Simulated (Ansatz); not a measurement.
Born–Oppenheimer molecular dynamics of ClH3OZn (6 atoms, charge 0, multiplicity 1). It starts at the highest image of a converged band. Of that band: A vibrational analysis at the climbing image gives 2 clearly imaginary modes (1692i, 186i cm⁻¹): a point of higher order, so a lower path passes nearby.

The calculation used RHF/def2-SVP in Ansatz.

```
ensemble                      : NVE (velocity Verlet)
time step                     : 0.5 fs
steps asked                   : 200
starting velocities drawn for : 300 K
seed                          : 9528
```

Frames 0.5 fs apart, positions in Å, forces in eV/Å.

Velocities at 10 fs (Å/ps):

```
Zn 0.78 1.20 -0.62
O -3.12 -1.01 1.37
H -8.17 -8.18 -4.58
Cl -0.78 -1.03 0.56
H 14.81 -5.20 7.35
H 19.54 -12.09 -4.29
```

```xyz
6
Properties=species:S:1:pos:R:3:forces:R:3 time_fs=10 energy_less_start_eV=0.082 T=144
Zn 0.318 0.095 -0.120 -0.36 -0.18 0.99
O -0.108 -0.049 1.792 -1.88 -0.51 0.11
H -0.862 -0.319 2.364 1.70 0.59 -1.02
Cl -0.343 -0.098 -2.149 0.02 0.03 -0.11
H 1.839 0.360 0.950 -0.04 0.10 0.38
H 1.173 0.225 1.612 0.55 -0.03 -0.35
6
Properties=species:S:1:pos:R:3:forces:R:3 time_fs=10.5 energy_less_start_eV=0.073 T=162
Zn 0.318 0.096 -0.120 -0.40 -0.19 1.07
O -0.110 -0.050 1.793 -1.83 -0.49 0.03
H -0.864 -0.322 2.360 1.64 0.57 -1.00
Cl -0.343 -0.099 -2.149 0.03 0.03 -0.12
H 1.847 0.358 0.954 -0.07 0.07 0.41
H 1.183 0.219 1.610 0.62 0.00 -0.39
6
Properties=species:S:1:pos:R:3:forces:R:3 time_fs=11 energy_less_start_eV=0.052 T=201
Zn 0.319 0.097 -0.121 -0.45 -0.20 1.15
O -0.112 -0.050 1.793 -1.59 -0.42 -0.18
H -0.862 -0.324 2.354 1.40 0.49 -0.84
Cl -0.343 -0.099 -2.149 0.04 0.04 -0.12
H 1.854 0.356 0.959 -0.09 0.05 0.42
H 1.195 0.213 1.606 0.69 0.04 -0.43
6
Properties=species:S:1:pos:R:3:forces:R:3 time_fs=11.5 energy_less_start_eV=0.025 T=253
Zn 0.319 0.097 -0.121 -0.50 -0.21 1.23
O -0.114 -0.051 1.794 -1.19 -0.27 -0.52
H -0.857 -0.325 2.346 0.97 0.34 -0.56
Cl -0.344 -0.100 -2.148 0.06 0.04 -0.12
H 1.861 0.353 0.965 -0.09 0.03 0.43
H 1.209 0.207 1.602 0.76 0.08 -0.47
6
Properties=species:S:1:pos:R:3:forces:R:3 time_fs=12 energy_less_start_eV=-0.002 T=304
Zn 0.319 0.098 -0.121 -0.57 -0.23 1.32
O -0.117 -0.051 1.795 -0.63 -0.07 -0.98
H -0.849 -0.325 2.337 0.37 0.12 -0.17
Cl -0.344 -0.100 -2.148 0.07 0.04 -0.11
H 1.867 0.351 0.973 -0.06 0.02 0.42
H 1.224 0.201 1.596 0.83 0.12 -0.48
6
Properties=species:S:1:pos:R:3:forces:R:3 time_fs=12.5 energy_less_start_eV=-0.021 T=341
Zn 0.320 0.098 -0.121 -0.65 -0.25 1.42
O -0.119 -0.052 1.795 0.02 0.17 -1.50
H -0.841 -0.325 2.327 -0.33 -0.13 0.29
Cl -0.344 -0.101 -2.148 0.09 0.05 -0.11
H 1.874 0.349 0.981 0.01 0.01 0.37
H 1.242 0.196 1.589 0.87 0.15 -0.47
6
Properties=species:S:1:pos:R:3:forces:R:3 time_fs=13 energy_less_start_eV=-0.032 T=364
Zn 0.320 0.099 -0.121 -0.74 -0.27 1.52
O -0.121 -0.053 1.795 0.68 0.42 -2.03
H -0.833 -0.325 2.318 -1.04 -0.39 0.74
Cl -0.345 -0.101 -2.148 0.11 0.05 -0.11
H 1.881 0.347 0.990 0.12 0.02 0.28
H 1.261 0.191 1.581 0.87 0.17 -0.41
6
Properties=species:S:1:pos:R:3:forces:R:3 time_fs=13.5 energy_less_start_eV=-0.041 T=381
Zn 0.320 0.099 -0.121 -0.83 -0.29 1.62
O -0.124 -0.054 1.795 1.20 0.62 -2.44
H -0.828 -0.326 2.311 -1.61 -0.61 1.09
Cl -0.345 -0.102 -2.147 0.12 0.06 -0.11
H 1.888 0.345 0.999 0.30 0.05 0.14
H 1.283 0.186 1.572 0.81 0.17 -0.29
6
Properties=species:S:1:pos:R:3:forces:R:3 time_fs=14 energy_less_start_eV=-0.055 T=408
Zn 0.321 0.100 -0.121 -0.92 -0.31 1.72
O -0.126 -0.054 1.795 1.46 0.72 -2.65
H -0.827 -0.328 2.307 -1.90 -0.71 1.22
Cl -0.346 -0.102 -2.147 0.14 0.06 -0.11
H 1.895 0.344 1.009 0.54 0.09 -0.07
H 1.306 0.181 1.563 0.67 0.15 -0.11
6
Properties=species:S:1:pos:R:3:forces:R:3 time_fs=14.5 energy_less_start_eV=-0.078 T=453
Zn 0.321 0.101 -0.121 -1.01 -0.34 1.82
O -0.128 -0.055 1.794 1.37 0.69 -2.60
H -0.830 -0.332 2.305 -1.82 -0.68 1.09
Cl -0.346 -0.102 -2.147 0.16 0.07 -0.11
H 1.904 0.342 1.019 0.85 0.17 -0.34
H 1.331 0.177 1.553 0.45 0.09 0.14
6
Properties=species:S:1:pos:R:3:forces:R:3 time_fs=15 energy_less_start_eV=-0.107 T=508
Zn 0.321 0.101 -0.121 -1.10 -0.36 1.90
O -0.130 -0.055 1.793 0.98 0.53 -2.31
H -0.837 -0.338 2.306 -1.42 -0.51 0.72
Cl -0.346 -0.103 -2.147 0.18 0.07 -0.10
H 1.915 0.341 1.028 1.19 0.26 -0.65
H 1.357 0.174 1.543 0.15 0.01 0.45
6
Properties=species:S:1:pos:R:3:forces:R:3 time_fs=15.5 energy_less_start_eV=-0.133 T=557
Zn 0.321 0.102 -0.121 -1.17 -0.38 1.97
O -0.131 -0.055 1.791 0.41 0.29 -1.88
H -0.848 -0.345 2.309 -0.80 -0.26 0.22
Cl -0.347 -0.103 -2.147 0.20 0.08 -0.10
H 1.929 0.340 1.036 1.52 0.36 -0.95
H 1.384 0.170 1.535 -0.16 -0.09 0.74
```

Of the whole run (100 fs, mean temperature of the second half 1648 K): The conserved energy stayed within 0.41 meV per atom of its start (net change 0.034 meV per atom), so the integration is sound. The kinetic energy rose, since the run started high on the potential surface and went downhill. It ends in pieces (ClHOZn + H2), so much of that is their flight and rotation, not heat. A run of 0.1 ps of so small a system gives no equilibrium averages. The orbitals stay closed-shell, which can raise the energy where a bond breaks towards radicals; this wasn't checked here.

Run time: 6.7 min on 1 thread of Arm Neoverse N1, on a shared host, peak memory 0.16 GiB.
